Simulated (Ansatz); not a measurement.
This geometry of BH8NSSi3 (14 atoms, charge 0, multiplicity 1) is a first-order saddle point.

Level of theory: RKS B3LYP-D4/def2-SVP in Ansatz 0.2.0.

```xyz
14
Properties=species:S:1:pos:R:3
N 0.864 -2.000 -0.568
Si 1.487 -1.167 0.813
Si 0.082 0.694 1.095
Si -0.573 1.831 -0.864
B -2.277 0.786 -0.512
S -2.042 -0.013 1.078
H 0.165 -1.597 -1.180
H 1.295 -2.826 -0.968
H 1.493 -2.035 2.031
H 2.891 -0.660 0.657
H 0.389 1.445 2.351
H 0.221 1.566 -2.104
H -0.696 3.311 -0.694
H -3.312 0.636 -1.107
```

Question: Which two structures does it join? (They come from a converged band through this point; their orientation in space is the band's.)

Answer: No bond is made or broken. The dihedral H7–N1–Si2–Si3 goes from -65 to 86°.

Image 0:

```xyz
14
Properties=species:S:1:pos:R:3
N 0.497 -1.810 -0.522
Si 1.300 -1.146 0.878
Si 0.112 0.853 1.193
Si -0.269 1.824 -0.916
B -1.916 0.659 -0.766
S -2.016 0.194 0.974
H -0.478 -2.086 -0.433
H 0.996 -2.458 -1.125
H 1.322 -2.010 2.105
H 2.717 -0.883 0.486
H 0.351 1.598 2.466
H 0.751 1.671 -1.995
H -0.612 3.275 -0.784
H -2.767 0.289 -1.533
```

Image 6:

```xyz
14
Properties=species:S:1:pos:R:3
N 0.768 -1.810 -0.624
Si 1.392 -1.097 0.833
Si 0.121 0.844 1.248
Si -0.470 1.725 -0.854
B -2.007 0.441 -0.569
S -1.971 0.050 1.189
H 1.092 -1.519 -1.540
H -0.156 -2.226 -0.662
H 1.293 -2.071 1.960
H 2.822 -0.747 0.588
H 0.391 1.651 2.478
H 0.487 1.610 -1.998
H -0.913 3.150 -0.748
H -2.863 -0.029 -1.273
```

Question: How far does it lie above each of them?

Answer: 2.2 kcal/mol above the first and 1.5 kcal/mol above the second. This is the barrier of this one path; another mechanism may lie lower.

Run time: 8.9 min on 2 threads of Arm Neoverse V1, with other jobs on the host, peak memory 0.4 GiB.
